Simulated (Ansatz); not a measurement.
`[OH][SnH2][Br]` and `[OH][SnH2][OH]` differ in one atom or group.

Ansatz, PBE0-D4/def2-TZVP geometries, multiplicity 1. Each molecule was computed in one conformer, which needn't be the lowest.

Elements past krypton have def2 core potentials. Scalar relativity is left out up to krypton.

```json
{"property": "LUMO energy (B3LYP/def2-TZVPP) / eV", "`[OH][SnH2][Br]`": "-1.41"}
{"property": "HOMO–LUMO gap (PBE/def2-TZVPP) / eV", "`[OH][SnH2][Br]`": "5.05"}
{"property": "LUMO energy (ωB97M-V/def2-TZVPP) / eV", "`[OH][SnH2][Br]`": "0.74"}
{"property": "HOMO–LUMO gap (B3LYP/def2-TZVPP) / eV", "`[OH][SnH2][Br]`": "6.67"}
{"property": "ideal-gas entropy at 298 K and 1 bar (rigid rotor, harmonic PBE0-D4/def2-TZVP) / J/(mol·K)", "`[OH][SnH2][Br]`": "333"}
{"property": "HOMO energy (PBE/def2-TZVPP) / eV", "`[OH][SnH2][Br]`": "-7.03"}
```

Problem. What does the change do to each property? (Estimate.)

Solution. The calculation gave: 
```json
{"property": "LUMO energy (B3LYP/def2-TZVPP) / eV", "`[OH][SnH2][OH]`": "-0.75", "shift": "0.66"}
{"property": "HOMO–LUMO gap (PBE/def2-TZVPP) / eV", "`[OH][SnH2][OH]`": "5.50", "shift": "0.45"}
{"property": "LUMO energy (ωB97M-V/def2-TZVPP) / eV", "`[OH][SnH2][OH]`": "1.19", "shift": "0.45"}
{"property": "HOMO–LUMO gap (B3LYP/def2-TZVPP) / eV", "`[OH][SnH2][OH]`": "7.49", "shift": "0.82"}
{"property": "ideal-gas entropy at 298 K and 1 bar (rigid rotor, harmonic PBE0-D4/def2-TZVP) / J/(mol·K)", "`[OH][SnH2][OH]`": "311", "shift": "-22"}
{"property": "HOMO energy (PBE/def2-TZVPP) / eV", "`[OH][SnH2][OH]`": "-6.83", "shift": "0.20"}
```

With PBE0 the HOMO falls by 0.16 eV and the LUMO rises by 0.69 eV, so the gap widens by about 0.85 eV. PBE moves the HOMO by 0.20 eV and ωB97M-V by -0.40 eV. The zero-point energy changes by 32.5 kJ/mol with +3 modes.

B3LYP here is the variant with VWN-RPA as its local correlation; programs differ in this.

Spin–orbit coupling is left out; it splits and shifts lone-pair levels of the heavy atoms by tenths of an eV.
